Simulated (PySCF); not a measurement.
PySCF 2.14 output of an unrestricted M06-L calculation on a single atom or ion in Sapporo-DZP-2012 (4s3p1d, 18 functions), with scalar relativity by spin-free X2C-1e:

```
SCF conv_tol = 1e-09
number electrons alpha = 3  beta = 2
    Y. Zhao and D. G. Truhlar.,  J. Chem. Phys. 125, 194101 (2006)
    Y. Zhao and D. G. Truhlar.,  J. Chem. Phys. 125, 194101 (2006)
    Y. Zhao and D. G. Truhlar.,  Theor. Chem. Acc. 120, 215 (2008)
cycle= 1 E= -24.6529825160466  delta_E= -0.00205  |g|= 0.00677  |ddm|= 0.0529
cycle= 2 E= -24.6530329053414  delta_E= -5.04e-05  |g|= 0.00132  |ddm|= 0.0122
cycle= 3 E= -24.6530350624877  delta_E= -2.16e-06  |g|= 0.000321  |ddm|= 0.00321
cycle= 4 E= -24.6530351465359  delta_E= -8.4e-08  |g|= 3.67e-05  |ddm|= 0.000759
cycle= 5 E= -24.6530351480488  delta_E= -1.51e-09  |g|= 2.13e-06  |ddm|= 0.000121
cycle= 6 E= -24.6530351480534  delta_E= -4.63e-12  |g|= 1.99e-07  |ddm|= 6.04e-06
converged SCF energy = -24.6530351480534  <S^2> = 0.75556969  2S+1 = 2.005562
```

The run itself started from symmetry-adapted Hartree-Fock orbitals and held the occupation by maximum overlap, on a logarithmic radial grid, so the iterations belong to that start.

Which element, charge and spin multiplicity is this?

B (boron, neutral), multiplicity 2; the state was [He] 2s2 2p1, 2P determinant.
